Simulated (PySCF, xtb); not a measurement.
arsenic trifluoride anion (AsF3), SMILES F[As](F)F (connectivity only; charge and spin as stated), charge -1, multiplicity 2.

Coordinates come from a TPSSh-D3(BJ)/def2-SVPD optimisation. The multiplicity is an assumed one; other spin states were not compared.

These are C-PCM-PBE0/def2-SVPD run with PySCF values and carry that method's errors.

The values are the electrostatic part of the solvation free energy, E(continuum) − E(gas) at the gas-phase geometry, in a cavity of scaled van der Waals radii (PySCF's table); cavitation and dispersion terms are not included.

```tsv
solvent	ε	ΔG(elec) (kcal/mol)
water	78.36	-58.8
chlorobenzene	5.70	-49.0
N,N-dimethylformamide	37.22	-57.9
```

For comparison, GFN2-xTB/ALPB(water) (xtb, at the GFN2-xTB geometry, all terms of that model) gives -61.9 kcal/mol.
